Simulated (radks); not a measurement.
Results of a calculation; reference values are marked as such.
The rhenium ion Re3+, configuration [Xe] 4f14 5d4 (the NIST ground configuration). Code: a radial shooting solver on a logarithmic mesh with Libxc functionals. Model: scalar-relativistic Kohn-Sham, r2SCAN, spin-polarised, spherical densities, finite nucleus; open shells are filled with parallel spins first (spin-orbit coupling, left out, can overturn this in heavy ions); meta-GGA in the generalised Kohn-Sham scheme; Fermi nuclear charge, rms radius 5.3698 fm.

Local quantities along the radius. ELF = 1/(1 + alpha^2) is the electron localisation function; alpha = (tau - tau_W)/tau_unif compares the Pauli kinetic energy density with that of the uniform gas (summed over spins). tau is taken from the large components.

```
   r/bohr * ELF (the largest magnitude, 0.999, reaches the edge; | marks zero)
 0.001377 |                                                      *
 0.001821 |                                                      *
 0.002429 |                                                      *
  0.00324 |                                                      *
 0.004322 |                                                      *
 0.005764 |                                                      *
 0.007626 |                                                     *
  0.01017 |                                                    *
  0.01357 |                                              *
  0.01809 |                               *
  0.02413 |                  *
  0.03193 |                     *
  0.04259 |                                   *
   0.0568 |                                        *
  0.07576 |                             *
    0.101 |                  *
   0.1337 |                               *
   0.1783 |                                       *
   0.2378 |                    *
   0.3172 |                   *
   0.4231 |                                      *
   0.5643 |                                *
   0.7467 |                  *
   0.9959 |                          *
    1.328 |                                  *
    1.772 |                          *
    2.363 |           *
    3.126 |  *
     4.17 *
    5.561 *
```

On this mesh the ELF has minima near r = 0.028, 0.10, 0.27, 0.75 bohr, which separate the shells, and maxima near 0.057 (0.74), 0.18 (0.72), 0.42 (0.70), 1.3 (0.64).
